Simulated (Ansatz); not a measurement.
Species: Cl2Ga, SMILES `[Cl][Ga][Cl]` (charge 0, multiplicity 2), formula Cl2Ga.

### Question
How many basis functions does frozen-core CCSD(T)/cc-pVTZ // B3LYP-D3(BJ)/def2-TZVP (Ansatz, a quantum-chemistry and plane-wave program) use, how many core orbitals are frozen, and how many electrons are correlated?

### Answer
111 basis functions and 19 frozen orbitals, which leaves 27 correlated electrons (filled d shells below the valence shell are correlated). Core time is of the order of seconds.
